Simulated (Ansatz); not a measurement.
A nudged elastic band was laid between two geometries of Cl2F2H2SZr (8 atoms, charge 0, multiplicity 1).

Theory: RKS B3LYP/def2-SVP (Ansatz).

```
movable images  : 5
climbing image  : yes
spring          : 5.0 eV/Å²
optimiser       : quadratic models (default)
start path      : through a guess of the saddle point
force threshold : 0.05 eV/Å
iteration limit : 60
end points      : relaxed
```

First end point:

```xyz
8
Properties=species:S:1:pos:R:3
Zr -0.004 0.037 -0.094
F 0.198 -0.080 1.803
F 1.826 -0.058 -0.579
Cl -0.611 2.149 -0.972
Cl -0.868 -1.863 -1.229
S -2.873 0.122 1.006
H -3.138 -1.201 0.902
H -2.508 0.021 2.307
```

Last end point:

```xyz
8
Properties=species:S:1:pos:R:3
Zr -0.007 -0.039 -0.107
F 0.194 -0.421 1.751
F 1.818 0.000 -0.617
Cl -0.670 2.177 -0.644
Cl -0.811 -1.821 -1.456
S -2.879 -0.124 0.799
H -2.841 -1.282 1.502
H -2.782 0.638 1.915
```

Question: What changes between the two ends?

Answer: No bond is made or broken.

Question: What energy profile does the band end with?

Answer: The run converged. The highest image is number 0 of 0 to 6, 0.000 eV above the first end and 0.023 eV above the last; the last end lies 0.023 eV below the first. The highest image is an end point: on this band no image between the ends rises above it. A vibrational analysis next to that end finds imaginary modes (65i cm⁻¹), so it isn't a minimum.

```
image  path coordinate (Å)  energy (eV)
    0                 0.00        0.000
    1                 0.12       -0.002
    2                 0.35       -0.007
    3                 0.57       -0.012
    4                 0.80       -0.017
    5                 1.02       -0.021
    6                 1.24       -0.023
```

The run took 3.8 min on 4 threads of Arm Neoverse V1 (shared host), peak memory 0.34 GiB.
